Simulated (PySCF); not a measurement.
Solvent effects on NMR parameters

Geometry (Å), atoms numbered from 1 in this order:
```xyz
18

C     3.8524    0.2207   -0.4836
C     2.4950   -0.1091   -0.0933
C     1.3523   -0.3795    0.2368
Si   -0.3635   -0.8003    0.7016
C    -1.4331   -1.1525   -0.8194
C    -1.9631    0.2173   -1.2985
Si   -2.2702    1.2527    0.2608
O    -1.1597    0.5488    1.3078
H     4.1058    1.2502   -0.1859
H     3.9814    0.1421   -1.5744
H     4.5769   -0.4573   -0.0057
H    -0.3472   -1.8823    1.7226
H    -2.2700   -1.7971   -0.4978
H    -0.8972   -1.6979   -1.6123
H    -1.1884    0.7333   -1.8920
H    -2.8483    0.1232   -1.9480
H    -3.6528    1.0982    0.8074
H    -1.9848    2.7062    0.0820
```

GIAO PBE0/pcSseg-1 in PySCF 2.14.0 with density-fitted response routines on one PBE0-D3(BJ)/def2-SVP conformer, non-relativistic, equivalent nuclei averaged. Solvents enter as an IEF-PCM continuum (methanol with ε = 32.6, acetonitrile with ε = 35.7) around the gas-phase geometry. Shifts are referred to TMS computed in the same medium.

Gas phase, δ in ppm: C2 112.2, C3 85.9, C5 11.1, C6 7.1, C1 5.7, Si7 0.8, Si4 -16.6, H18 5.09, H12 5.05, H17 4.89, H9/H10/H11 1.95, H15 1.09, H14 1.04, H16 0.94. Dipole moment 2.54 D.

Q: How does each δ change in the continuum?

A: 
| atoms | environment | Δδ, methanol | Δδ, acetonitrile |
| --- | --- | --- | --- |
| C2 | alkyne carbon | +6.1 | +6.1 |
| C3 | alkyne carbon | -1.6 | -1.6 |
| C5 | sp3 CH2 bonded to Si | +0.6 | +0.6 |
| C6 | sp3 CH2 bonded to Si | +0.5 | +0.5 |
| C1 | propargylic methyl carbon | +0.2 | +0.2 |
| Si7 | silicon bonded to C, O, 2 H, in a 5-membered ring | +2.1 | +2.1 |
| Si4 | silicon bonded to 2 C, O, H, in a 5-membered ring | +1.3 | +1.3 |
| H18 | hydrogen on a silicon bonded to C, O, in a 5-membered ring | -0.04 | -0.04 |
| H12 | hydrogen on a silicon bonded to 2 C, O, in a 5-membered ring | -0.04 | -0.04 |
| H17 | hydrogen on a silicon bonded to C, O, in a 5-membered ring | -0.05 | -0.05 |
| H9/H10/H11 | hydrogen on a propargylic methyl carbon | +0.19 | +0.19 |
| H15 | hydrogen on an sp3 CH2 bonded to Si | +0.12 | +0.12 |
| H14 | hydrogen on an sp3 CH2 bonded to Si | +0.10 | +0.10 |
| H16 | hydrogen on an sp3 CH2 bonded to Si | +0.20 | +0.21 |

Changes are relative to the gas phase. The dipole moment becomes 3.25 D in methanol, 3.26 D in acetonitrile.

Q: Which of the listed nuclei move most (in ppm), and what does the model miss? (N and O are left out, as their reference compounds move with the solvent too.)

A: C2 (alkyne carbon, +6.1 ppm) in acetonitrile. A continuum only polarises the solute; specific hydrogen bonds, the anisotropy of aromatic solvents and changes of geometry or conformer are outside it.
